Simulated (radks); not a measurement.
Results of a calculation; reference values are marked as such.
Task: These are the eigenvalues of the occupied orbitals of an atom or ion with whole-number occupations (hartree). Code: a radial shooting solver on a logarithmic mesh with Libxc functionals. Model: scalar-relativistic Kohn-Sham, exchange-only r2SCAN, spin-polarised, spherical densities, finite nucleus; meta-GGA in the generalised Kohn-Sham scheme; Fermi nuclear charge, rms radius of each element as measured or else 0.836 A^(1/3) + 0.57 fm.

| orbital | eigenvalue |
|---|---|
| 1s up | -1116.034 |
| 1s down | -1116.031 |
| 2s down | -170.6743 |
| 2s up | -170.6742 |
| 2p up | -153.1338 |
| 2p down | -153.1324 |
| 3s up | -33.93457 |
| 3s down | -33.93319 |
| 3p up | -28.17021 |
| 3p down | -28.16834 |
| 3d up | -19.38922 |
| 3d down | -19.38743 |
| 4s up | -5.90886 |
| 4s down | -5.90449 |
| 4p up | -4.13218 |
| 4p down | -4.12831 |
| 4d up | -1.53924 |
| 4d down | -1.53023 |
| 5s up | -0.77492 |
| 5s down | -0.68020 |
| 5p up | -0.45133 |

Which element is it, and in what charge state? The configuration may be excited. Open shells, if any, are filled with parallel spins first.

Result: Z = 51, antimony, charge +1: Sb+ in [Kr] 4d10 5s2 5p2. The list shows which subshells hold electrons but not how many an open one holds; the 1s level, -1116 hartree, gives Z - s = 47.2 by -(Z - s)^2/2, which with screening and relativity narrows Z to a few neighbours, and the depths of the outer levels then fix element, charge and occupations together.
